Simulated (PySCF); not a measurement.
Species: C₆H₁₆OSi₂.
SMILES with atom numbers: `[CH3:1][Si@@H:2]([O:3][SiH3:4])[CH:5]1[CH2:6][CH2:7][CH2:8][CH2:9]1`

NICS is the negative of the GIAO shielding at a point without a nucleus: at the ring centre (0) and 1 Å above and below it (1); zz is the component along the ring normal. Level: GIAO PBE0/pcSseg-1 (PySCF, non-relativistic, gas phase) on the GFN2-xTB geometry, one conformer.

Ring bond lengths (Å), with Mayer bond orders in brackets: C5–C6 1.531 (1.02), C6–C7 1.535 (1.05), C7–C8 1.541 (1.03), C8–C9 1.532 (1.05), C9–C5 1.529 (1.01).

Task: What do the NICS probes read (ppm)?

Result: 
```csv
ring,type,NICS(0),"NICS(1), two faces","NICS(1)zz, two faces",rms pucker (Å),"centre to ring atoms, mean (Å)"
C5–C6–C7–C8–C9,5-membered carbocycle; formal bonds all single,-5.8,-4.2 / -4.4,-4.8 / -5.0,0.18,1.28
```

Task: What do they say, and how far can they be read as aromaticity?

Result: 
- C5–C6–C7–C8–C9: mean NICS(1)zz -4.9 ppm, shielded. C5, C6, C7, C8, C9 have four or more neighbours; no verdict on aromaticity is drawn.

Task: What is the mean of the two in-plane components of NICS at the second NICS(1) probe listed for ring C5–C6–C7–C8–C9, 1 Å off the ring?

Result: The isotropic value is a third of the trace: (3 × -4.4 − (-5.0))/2 = -4.1 ppm.

Task: Give the inner angles of the rings and the Hirshfeld charges of the ring atoms.

Result: 
- C5–C6–C7–C8–C9: C5 101.7° (-0.119 e), C6 104.8° (-0.071 e), C7 105.9° (-0.069 e), C8 105.6° (-0.069 e), C9 104.4° (-0.072 e); sum 522.3° against 540° for a flat convex ring.

Hardware: one thread, Arm Neoverse V1, on a shared host. Cost: 61 s of wall time. This is the whole shielding run at PBE0/pcSseg-1, SCF included.
